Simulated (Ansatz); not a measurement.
`CO[SiH]([SiH3])S` and `CO[SiH](C)[SiH3]` differ in one atom or group.

Ansatz, PBE0-D4/def2-TZVP geometries, multiplicity 1. Each molecule was computed in one conformer, which needn't be the lowest.

```json
{"property": "size of the dipole moment (B3LYP/def2-TZVPP) / D", "`CO[SiH]([SiH3])S`": "0.94"}
{"property": "size of the dipole moment (ωB97M-V/def2-TZVPP) / D", "`CO[SiH]([SiH3])S`": "0.95"}
{"property": "HOMO–LUMO gap (PBE0/def2-TZVPP) / eV", "`CO[SiH]([SiH3])S`": "7.44"}
{"property": "LUMO energy (PBE/def2-TZVPP) / eV", "`CO[SiH]([SiH3])S`": "-0.92"}
{"property": "HOMO energy (ωB97M-V/def2-TZVPP) / eV", "`CO[SiH]([SiH3])S`": "-9.65"}
{"property": "LUMO energy (ωB97M-V/def2-TZVPP) / eV", "`CO[SiH]([SiH3])S`": "1.67"}
```

What does the change do to each property? (An estimate is asked.)

The calculation gave: 
```json
{"property": "size of the dipole moment (B3LYP/def2-TZVPP) / D", "`CO[SiH](C)[SiH3]`": "1.68", "shift": "0.74"}
{"property": "size of the dipole moment (ωB97M-V/def2-TZVPP) / D", "`CO[SiH](C)[SiH3]`": "1.69", "shift": "0.74"}
{"property": "HOMO–LUMO gap (PBE0/def2-TZVPP) / eV", "`CO[SiH](C)[SiH3]`": "7.97", "shift": "0.53"}
{"property": "LUMO energy (PBE/def2-TZVPP) / eV", "`CO[SiH](C)[SiH3]`": "-0.70", "shift": "0.22"}
{"property": "HOMO energy (ωB97M-V/def2-TZVPP) / eV", "`CO[SiH](C)[SiH3]`": "-9.87", "shift": "-0.22"}
{"property": "LUMO energy (ωB97M-V/def2-TZVPP) / eV", "`CO[SiH](C)[SiH3]`": "1.94", "shift": "0.27"}
```

With PBE0 the HOMO falls by 0.27 eV and the LUMO rises by 0.27 eV, so the gap widens by about 0.54 eV. PBE moves the HOMO by -0.15 eV and ωB97M-V by -0.22 eV. Dipoles are sizes alone; their direction can turn.

B3LYP here is the variant with VWN-RPA as its local correlation; programs differ in this.
